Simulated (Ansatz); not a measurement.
C3H10OSi can be A, `CC([SiH3])CO`, or B, `CCO[SiH2]C`.

Program: Ansatz. Geometries: PBE0-D4/def2-TZVP. ΔE: electronic, gas phase. CBS: MP2 limit from def2 TZ/QZ plus the TZ coupled-cluster correction, frozen cores. Functionals use def2-TZVPP. B3LYP here is the variant with VWN-RPA as its local correlation; programs differ in this. Each species was taken in one conformer, which may not be the lowest.

A:

Z-matrix (Å, degrees):
```
C
C 1 1.527
H 1 1.091 2 110.6
H 1 1.092 2 111.6 3 -120.4
H 1 1.095 2 111.0 3 119.5
Si 2 1.884 1 111.1 3 179.1
C 2 1.515 1 112.0 3 -56.1
H 2 1.098 1 109.0 3 62.4
H 6 1.489 2 111.2 1 -177.4
H 6 1.487 2 109.7 1 -57.0
H 6 1.490 2 110.3 1 62.4
O 7 1.416 2 108.7 1 61.7
H 7 1.099 2 110.1 1 -177.3
H 7 1.101 2 109.5 1 -59.1
H 12 0.960 7 108.6 2 -176.0
```

B:

```xyz
15

C     0.6879    0.2262   -2.2539
C     0.6845   -0.8417   -1.1834
O     0.5942   -0.2861    0.1132
Si   -0.8265    0.0210    0.8832
C    -0.4175    0.5362    2.6182
H     1.5118    0.9242   -2.0923
H     0.8068   -0.2262   -3.2419
H    -0.2461    0.7925   -2.2489
H     1.6149   -1.4166   -1.2208
H    -0.1380   -1.5503   -1.3544
H    -1.5948    1.0956    0.1875
H    -1.6736   -1.2088    0.8593
H     0.1229   -0.2556    3.1412
H     0.2048    1.4338    2.6168
H    -1.3315    0.7559    3.1761
```

Problem. Which is lower in electronic energy at CCSD(T)/CBS, and by how much? (Best estimate.)

Solution. Ansatz gave: B, by 35.0 kcal/mol.

Problem. Give E(B) − E(A) in kcal/mol with r2SCAN-D4, B3LYP, B3LYP-D4, PBE0-D4, HF/def2-TZVPP, ωB97M-V, CCSD(T)/def2-TZVPP. (An estimate is asked.)

Solution. Ansatz gave: r2SCAN-D4 -36.2, B3LYP -37.4, B3LYP-D4 -36.4, PBE0-D4 -33.8, HF/def2-TZVPP -39.9, ωB97M-V -35.3, CCSD(T)/def2-TZVPP -34.7. None reverses the order clearly.

Largest T1 diagnostic: 0.010.

The D4 term adds +1.0 kcal/mol with B3LYP and +0.5 kcal/mol with PBE0; it sums over pairs of atoms, weighted by their polarisabilities, and B3LYP, whose exchange is more repulsive, gets the larger term. In def2-TZVPP, CCSD(T) changes the Hartree–Fock value by +5.2 kcal/mol (the triples alone add +0.7 kcal/mol) and MP2 by +4.7 kcal/mol.
